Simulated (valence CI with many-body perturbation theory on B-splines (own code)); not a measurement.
**Nd46+: calculated level list**

Calculated by configuration interaction combined with many-body perturbation theory (CI+MBPT): four valence electrons over a frozen Dirac-Fock core [Ne], a basis of 11 s, 11 p, 10 d, 8 f, 5 g, 2 h functions for each j, with the one-electron correlation potential Σ1 (screened to all orders), the two-electron term Σ2, the three-electron term Σ3, Breit, model QED; selected single and double excitations, second order for the rest, scaled by the run's own slope (own B-spline code, finite nucleus).

The last digits are not significant, and no measured levels were compared; by estimate large intervals hold to a few tenths of a per cent, small ones and those within an open d or f shell to about a per cent. Among the levels kept, up to 590 cm⁻¹ of a level comes from second order outside the variational space, and about a tenth of that is noise between levels of different J, which matters for small intervals.

Levels 91 to 135 of 173, with energies above the lowest level, (3s^2 3p1/2^2) J=0. "Leading %" is the weight of the configuration and term that name the level; weights of strongly mixed levels are sums over their largest components and can fall short, so below about 35 % the name and the second component can differ from the true leading terms, or belong to a minority configuration. In the jj column 3d3/2^4 stands for four electrons in 3d with j = 3/2.

| No. | Configuration | Term | J | E (Ry) | Leading % | Second component | Leading jj |
| --- | --- | --- | --- | --- | --- | --- | --- |
| 91 | 3s 3p2 3d | 3D | 2 | 52.999 | 48 | 10 % 3s 3p2 3d 1D | 3s 3p3/2^2 3d3/2 (81 %) |
| 92 | 3s 3p2 3d | 3D | 1 | 53.242 | 43 | 19 % 3s 3p2 3d 3S | 3s 3p3/2^2 3d5/2 (50 %) |
| 93 | 3p3 3d | 3D° | 2 | 53.274 | 33 | 20 % 3p3 3d 3P° | 3p1/2^2 3p3/2 3d5/2 (81 %) |
| 94 | 3s 3p2 3d | 3D | 3 | 53.496 | 42 | 26 % 3s 3p2 3d 1F | 3s 3p3/2^2 3d5/2 (62 %) |
| 95 | 3s 3p2 3d | 3D | 1 | 53.541 | 32 | 25 % 3s 3p2 3d 1P | 3s 3p3/2^2 3d3/2 (51 %) |
| 96 | 3s 3p2 3d | 3F | 2 | 53.693 | 26 | 22 % 3s 3p2 3d 3D | 3s 3p3/2^2 3d3/2 (80 %) |
| 97 | 3p3 3d | 3D° | 3 | 53.900 | 16 | 12 % 3p3 3d 1F° | 3p1/2^2 3p3/2 3d5/2 (59 %) |
| 98 | 3s2 3d2 | 1S | 0 | 54.006 | 33 | 29 % 3s 3p2 3d 1S | 3s^2 3d5/2^2 (37 %) |
| 99 | 3s 3p 3d2 | 5D° | 0 | 54.020 | 67 | 24 % 3s 3p 3d2 3P° | 3s 3p1/2 3d3/2^2 (77 %) |
| 100 | 3s 3p 3d2 | 5F° | 1 | 54.279 | 53 | 31 % 3s 3p 3d2 3D° | 3s 3p1/2 3d3/2^2 (81 %) |
| 101 | 3s 3p2 3d | 3D | 3 | 54.320 | 79 | 5 % 3s 3p2 3d 1F | 3s 3p3/2^2 3d5/2 (93 %) |
| 102 | 3s 3p2 3d | 3F | 4 | 54.463 | 61 | 21 % 3s 3p2 3d 1G | 3s 3p3/2^2 3d5/2 (93 %) |
| 103 | 3s 3p 3d2 | 5F° | 2 | 54.477 | 37 | 23 % 3s 3p 3d2 3D° | 3s 3p1/2 3d3/2^2 (51 %) |
| 104 | 3s 3p 3d2 | 5D° | 1 | 54.529 | 54 | 15 % 3s 3p 3d2 3P° | 3s 3p1/2 3d3/2^2 (48 %) |
| 105 | 3s 3p 3d2 | 5G° | 3 | 54.674 | 21 | 15 % 3s 3p 3d2 5F° | 3s 3p1/2 3d3/2 3d5/2 (70 %) |
| 106 | 3s 3p 3d2 | 5P° | 1 | 54.678 | 19 | 16 % 3s 3p 3d2 3S° | 3p1/2^2 3p3/2 3d5/2 (36 %) |
| 107 | 3s 3p 3d2 | 5G° | 4 | 54.727 | 53 | 14 % 3s 3p 3d2 5F° | 3s 3p1/2 3d3/2 3d5/2 (91 %) |
| 108 | 3s 3p2 3d | 1D | 2 | 54.917 | 50 | 29 % 3s 3p2 3d 3D | 3s 3p3/2^2 3d5/2 (78 %) |
| 109 | 3s 3p 3d2 | 5D° | 2 | 55.106 | 30 | 14 % 3s 3p 3d2 5P° | 3s 3p1/2 3d3/2 3d5/2 (58 %) |
| 110 | 3s 3p2 3d | 1D | 2 | 55.227 | 37 | 13 % 3s 3p2 3d 3D | 3s 3p3/2^2 3d5/2 (87 %) |
| 111 | 3s 3p 3d2 | 5P° | 1 | 55.308 | 35 | 17 % 3s 3p 3d2 5D° | 3s 3p1/2 3d3/2 3d5/2 (60 %) |
| 112 | 3s 3p2 3d | 3D | 3 | 55.339 | 45 | 29 % 3s 3p2 3d 1F | 3s 3p3/2^2 3d5/2 (86 %) |
| 113 | 3s 3p 3d2 | 3G° | 5 | 55.846 | 36 | 21 % 3s 3p 3d2 3H° | 3s 3p1/2 3d3/2 3d5/2 (87 %) |
| 114 | 3s 3p 3d2 | 3G° | 3 | 55.926 | 42 | 11 % 3s 3p 3d2 3F° | 3s 3p1/2 3d3/2 3d5/2 (86 %) |
| 115 | 3s 3p2 3d | 3P | 1 | 55.983 | 40 | 36 % 3s 3p2 3d 1P | 3s 3p3/2^2 3d5/2 (88 %) |
| 116 | 3s 3p 3d2 | 3H° | 4 | 56.027 | 44 | 19 % 3s 3p 3d2 3G° | 3s 3p1/2 3d3/2 3d5/2 (90 %) |
| 117 | 3s 3p 3d2 | 3F° | 2 | 56.150 | 23 | 11 % 3s 3p 3d2 5D° | 3s 3p1/2 3d3/2 3d5/2 (77 %) |
| 118 | 3s 3p 3d2 | 3D° | 1 | 56.504 | 50 | 11 % 3p3 3d 5D° | 3s 3p1/2 3d3/2 3d5/2 (63 %) |
| 119 | 3s 3p 3d2 | 3P° | 0 | 56.545 | 31 | 30 % 3s 3p 3d2 1S° | 3s 3p1/2 3d3/2 3d5/2 (68 %) |
| 120 | 3s 3p 3d2 | 5D° | 3 | 56.785 | 33 | 21 % 3s 3p 3d2 3D° | 3s 3p1/2 3d3/2 3d5/2 (85 %) |
| 121 | 3s 3p2 3d | 1D | 2 | 56.790 | 46 | 22 % 3s 3p2 3d 3P | 3s 3p3/2^2 3d5/2 (87 %) |
| 122 | 3s 3p 3d2 | 5D° | 4 | 56.935 | 47 | 13 % 3s 3p 3d2 5F° | 3s 3p1/2 3d3/2 3d5/2 (58 %) |
| 123 | 3s 3p 3d2 | 5D° | 2 | 57.179 | 25 | 16 % 3s 3p 3d2 5S° | 3s 3p1/2 3d3/2 3d5/2 (89 %) |
| 124 | 3s 3p 3d2 | 3F° | 2 | 57.708 | 23 | 14 % 3s 3p 3d2 3D° | 3s 3p1/2 3d3/2 3d5/2 (71 %) |
| 125 | 3s 3p 3d2 | 3G° | 3 | 57.796 | 36 | 14 % 3s 3p 3d2 3F° | 3s 3p1/2 3d3/2 3d5/2 (84 %) |
| 126 | 3s 3p 3d2 | 3F° | 4 | 57.911 | 42 | 19 % 3s 3p 3d2 3G° | 3s 3p1/2 3d5/2^2 (61 %) |
| 127 | 3s 3p 3d2 | 3D° | 1 | 58.052 | 35 | 9 % 3s 3p 3d2 1P° | 3s 3p1/2 3d3/2 3d5/2 (72 %) |
| 128 | 3s 3p 3d2 | 5G° | 5 | 58.355 | 27 | 22 % 3s 3p 3d2 3H° | 3s 3p1/2 3d5/2^2 (83 %) |
| 129 | 3s 3p 3d2 | 3D° | 2 | 58.385 | 23 | 17 % 3s 3p 3d2 3P° | 3s 3p1/2 3d5/2^2 (88 %) |
| 130 | 3s 3p 3d2 | 3F° | 3 | 59.049 | 28 | 18 % 3s 3p 3d2 5D° | 3s 3p1/2 3d5/2^2 (87 %) |
| 131 | 3s 3p 3d2 | 3G° | 4 | 59.088 | 24 | 21 % 3s 3p 3d2 3H° | 3s 3p1/2 3d5/2^2 (74 %) |
| 132 | 3p3 3d | 5D° | 3 | 59.210 | 16 | 13 % 3s 3p 3d2 3D° | 3s 3p1/2 3d5/2^2 (65 %) |
| 133 | 3s 3p 3d2 | 3F° | 2 | 59.512 | 18 | 16 % 3s 3p 3d2 3D° | 3s 3p1/2 3d5/2^2 (57 %) |
| 134 | 3p3 3d | 3F° | 2 | 59.589 | 37 | 20 % 3p3 3d 3D° | 3p1/2 3p3/2^2 3d3/2 (61 %) |
| 135 | 3s 3p 3d2 | 3S° | 1 | 59.801 | 18 | 17 % 3s 3p 3d2 3P° | 3s 3p1/2 3d5/2^2 (72 %) |

Where two levels of one J and parity lie close, their mixing, g and order are uncertain.
